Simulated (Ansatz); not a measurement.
One change: `C[O][AlH][CH2]Cl` becomes `B[NH][AlH][O]C`.

Ansatz, PBE0-D4/def2-TZVP geometries, multiplicity 1. Each molecule was computed in one conformer, which needn't be the lowest.

| property | `C[O][AlH][CH2]Cl` |
| --- | --- |
| LUMO energy (PBE/def2-TZVPP) / eV | -1.41 |
| size of the dipole moment (ωB97M-V/def2-TZVPP) / D | 2.11 |
| LUMO energy (ωB97M-V/def2-TZVPP) / eV | 1.19 |
| HOMO energy (PBE0/def2-TZVPP) / eV | -7.69 |
| HOMO–LUMO gap (PBE0/def2-TZVPP) / eV | 7.22 |
| HOMO energy (ωB97M-V/def2-TZVPP) / eV | -9.97 |

(1) What does the change do to each property? (Estimate.)

Answers

(1) Computed: 
| property | `B[NH][AlH][O]C` | shift |
| --- | --- | --- |
| LUMO energy (PBE/def2-TZVPP) / eV | -1.37 | 0.04 |
| size of the dipole moment (ωB97M-V/def2-TZVPP) / D | 2.08 | -0.03 |
| LUMO energy (ωB97M-V/def2-TZVPP) / eV | 1.41 | 0.22 |
| HOMO energy (PBE0/def2-TZVPP) / eV | -7.92 | -0.23 |
| HOMO–LUMO gap (PBE0/def2-TZVPP) / eV | 7.51 | 0.29 |
| HOMO energy (ωB97M-V/def2-TZVPP) / eV | -10.34 | -0.37 |

With PBE0 the HOMO falls by 0.23 eV and the LUMO rises by 0.07 eV, so the gap widens by about 0.30 eV. PBE moves the HOMO by -0.14 eV and ωB97M-V by -0.37 eV. Dipoles are sizes alone; their direction can turn.
